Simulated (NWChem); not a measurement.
A series in which one site is exchanged, each optimised at PBE0/def2-SVP with NWChem, gas phase unless a solvent is named. This build's default masses of Se (78.918 u) and Br (79.917 u) are each other's, which moves their modes by up to 0.6 %. For some, no frequency run checked for a minimum. def2 effective core potentials on Cd; no spin-orbit coupling.

A: [Cd]([Cl])[Cl] (CdCl2; site = Cd)
B: [Cl][Ca][Cl] (CaCl2; site = Ca)
C: [Be]([Cl])[Cl] (BeCl2; site = Be)
D: Cl[Se]Cl (SeCl2; site = Se)

| quantity | A | B | C | D |
|---|---|---|---|---|
| dipole (D), PBE0/def2-SVP | 0.00 | (withheld) | 0.00 | 1.17 |
| orbital gap (eV), PBE0/def2-SVP | 6.54 | (withheld) | 9.14 | 4.33 |
| vertical ionisation energy, ΔSCF, B3LYP/def2-SVP (eV) | 10.78 | (withheld) | 11.77 | 9.24 |
| static polarisability, B3LYP/def2-SVPD (bohr³) | 58.2 | (withheld) | 41.6 | 58.6 |
| lowest singlet excitation, B3LYP/def2-SVPD, TDA (eV) | 4.90 | (withheld) | 7.48 | 2.59 |

### Question
What belongs in the gaps?

### Answer

- dipole (D), PBE0/def2-SVP, B: 2.22
- orbital gap (eV), PBE0/def2-SVP, B: 6.00
- vertical ionisation energy, ΔSCF, B3LYP/def2-SVP (eV), B: 10.15
- static polarisability, B3LYP/def2-SVPD (bohr³), B: 56.8
- lowest singlet excitation, B3LYP/def2-SVPD, TDA (eV), B: 4.67
